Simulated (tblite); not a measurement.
Start geometry of `C(=O)(c1c(c(Cl)cs1)C)F` from a force field or distance geometry (Å):
```
atom  x, y, z in Å
C1    -0.356   -1.715    0.126
C2     0.209   -0.328    0.022
C3     1.624   -0.015    0.054
Cl4    2.867   -1.165    0.176
C5     1.852    1.337   -0.045
S6     0.406    2.236   -0.174
C7    -0.552    0.828   -0.090
C8    -1.987    0.961   -0.139
O9    -2.804    0.042   -0.093
F10   -2.498    2.195   -0.255
H11   -0.960   -1.938   -0.769
H12   -1.016   -1.795    1.007
H13    0.398   -2.483    0.224
H14    2.815    1.840   -0.066
```

Problem. What comes out of this run: GFN2-xTB geometry optimisation, gas phase in tblite?

Solution. 
```
atom  x, y, z in Å
C1    -0.3571   -1.6948    0.1261
C2     0.2009   -0.3236    0.0304
C3     1.5790   -0.0070    0.0471
Cl4    2.8196   -1.1865    0.1804
C5     1.8403    1.3317   -0.0538
S6     0.4191    2.2630   -0.1724
C7    -0.5571    0.8288   -0.0866
C8    -1.9927    0.8933   -0.1358
O9    -2.7876    0.0131   -0.0896
F10   -2.4328    2.1867   -0.2534
H11   -0.9585   -1.9176   -0.7536
H12   -1.0186   -1.7715    0.9873
H13    0.4437   -2.4233    0.2139
H14    2.8010    1.8071   -0.0622
```

The energy falls by 0.195 eV over 20 L-BFGS steps, the largest force on an atom goes from 3.60 to 0.008 eV/Å, and the atoms move by 0.043 Å rms after alignment. The bond that changes most is C8=O9 (acyl halide carbon to carbonyl oxygen), which shortens by 0.044 Å. Bonds longer at the end by more than 0.005 Å: 3 of 14; shorter: 7. Among the angles that change most is C7–C8–F10, from 117.8° to 111.5°. Rotational constants go from 1900, 661.4, 492.2 to 1871, 679.3, 499.9 MHz. The orientation of the end geometry is arbitrary; only internal coordinates are fixed.

GFN2-xTB frequencies show an imaginary mode (45i cm⁻¹), so the point is no minimum at that level.

These are computed values.
